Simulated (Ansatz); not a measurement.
Wavefunction ladder for `CC(C)[NH][Ge]([Cl])([Cl])[Cl]`

Cartesian coordinates in Å:
```
C -0.485 -1.723 0.830
C 0.016 -0.325 0.509
C 1.529 -0.227 0.633
N -0.466 0.063 -0.816
Ge -0.860 1.758 -1.242
Cl -2.379 2.461 0.070
Cl 0.742 3.177 -1.087
Cl -1.533 1.777 -3.258
H -0.176 -2.024 1.834
H -1.573 -1.766 0.768
H -0.073 -2.449 0.122
H -0.440 0.371 1.222
H 1.879 0.784 0.420
H 2.014 -0.911 -0.072
H 1.856 -0.499 1.639
H -0.053 -0.468 -1.572
```

Charge 0, multiplicity 1. Correlated methods include outer-core shells of Ge, which these sets cover unevenly. Scalar relativity is left out up to krypton. The geometry is a stationary point of PBE0-D4/def2-TZVP. It is one conformer, not always the lowest. Frozen core, restricted reference, the Gaussian-basis code of Ansatz.

```json
{"basis": "def2-SVP", "HF (Eh)": "-3625.91295", "MP2 corr.": "?", "CCSD corr.": "?", "(T)": "?", "CCSD(T) total": "?"}
{"basis": "def2-TZVPP", "HF (Eh)": "-3626.84644", "MP2 corr.": "-1.54757", "CCSD corr.": "-1.62214", "(T)": "-0.06909", "CCSD(T) total": "-3628.53767"}
{"basis": "def2-QZVPP", "HF (Eh)": "-3626.93420", "MP2 corr.": "?", "CCSD corr.": "–", "(T)": "–", "CCSD(T) total": "–"}
```

Question: Fill in the withheld values. (An estimate is asked.)

Answer: Ansatz gave: def2-SVP MP2 corr.: -1.21914; def2-SVP CCSD corr.: -1.29153; def2-SVP (T): -0.03618; def2-SVP CCSD(T) total: -3627.24066; def2-QZVPP MP2 corr.: -1.91715.
